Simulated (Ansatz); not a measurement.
A run for Ansatz (an electronic-structure program): U-B3LYP/cc-pVTZ on H2OSe (SMILES O[SeH]), a point of a bond scan (R = 2.593 Å).

Ansatz 0.2 input:
```yaml
crystal:
  periodic: [false, false, false]
  atoms:
    - {symbol: Se, position_ang: [-0.24233438, -0.06337558, 0.28131573]}
    - {symbol: H, position_ang: [-2.14252551, -0.63043771, -1.38910010]}
    - {symbol: O, position_ang: [1.06518061, 0.17874174, -0.96080393]}
    - {symbol: H, position_ang: [1.04608213, 1.11224671, -1.20509589]}
basis:
  gaussian:
    orbitals: cc-pVTZ
hamiltonian:
  xc: {name: B3LYP}
magnetization: {spin_polarized: true, initial_magnetization: 0}
```

The head of its log:

```
WARN ansatz: RAYON_NUM_THREADS=1 ignored (pool sized by the plan → 1); use --threads N
Functional definition: B3LYP
integrals: 0.02 GiB planned
698 factors; their error is unknown
mean field: 0.39 GiB planned
mean field evaluation 1: about -67424.0233 eV, gradient 3.7e1 eV
mean field evaluation 2: about -67365.6439 eV, gradient 1.0e2 eV
```

Q: Give the final energy of this run.

A: -2477.9652 hartree. Its determinant has ⟨S²⟩ = 0.55, a mixture of spin states.
